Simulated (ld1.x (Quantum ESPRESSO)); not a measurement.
**Plane-wave convergence, TM potential for Tl (Z = 81)**

* Element: thallium
* Generator: ld1.x (Quantum ESPRESSO) 7.5
* Type: norm-conserving Troullier–Martins (Kleinman–Bylander form)
* Functional: PBE
* Relativity: scalar-relativistic
* Frozen core: [Xe] 4f14
* Valence charge: 13
* Reference configuration: 5d10 6s2 6p1
* Partial waves: 6p (bound): rc 3.10 bohr; 5d (bound): rc 1.30 bohr; 6s (bound): rc 1.70 bohr
* Local potential: the s channel
* Core correction: Bessel-smoothed model core inside 0.70 bohr

The pseudo-atom Hamiltonian at the reference potential is diagonalised in spherical Bessel functions j_l(qr) that vanish at 20 bohr, with q² up to the cutoff. All-electron valence levels (Ry): 6p -0.1742, 5d -1.1382, 6s -0.7016.

Q: How do the lowest levels (Ry) of each channel move with the cutoff, and are there ghosts?

A:

| cutoff (Ry) | p #1 | d #1 | s #1 | f #1 | f #2 | Σ f·Δε (mRy) |
| --- | --- | --- | --- | --- | --- | --- |
| 8 | -0.1733 | 0.0006 | -0.6571 | 0.0972 | 0.2187 | 11477.3 |
| 15 | -0.1741 | -0.3037 | -0.6670 | 0.0972 | 0.2187 | 8414.5 |
| 21 | -0.1742 | -0.7681 | -0.6907 | 0.0972 | 0.2187 | 3722.2 |
| 35 | -0.1742 | -1.1114 | -0.6972 | 0.0972 | 0.2187 | 276.5 |
| 50 | -0.1742 | -1.1360 | -0.7006 | 0.0972 | 0.2187 | 23.6 |
| 70 | -0.1742 | -1.1370 | -0.7010 | 0.0972 | 0.2187 | 13.1 |
| 90 | -0.1742 | -1.1380 | -0.7014 | 0.0972 | 0.2187 | 1.9 |
| 120 | -0.1742 | -1.1381 | -0.7015 | 0.0972 | 0.2187 | 0.5 |
| 400 | -0.1742 | -1.1382 | -0.7016 | 0.0972 | 0.2187 | 0.0 |

Result: no extra level below or beside the all-electron valence levels (p, d, s, f tested); 10 mRy is reached at 80 Ry and 1 mRy at 100 Ry.
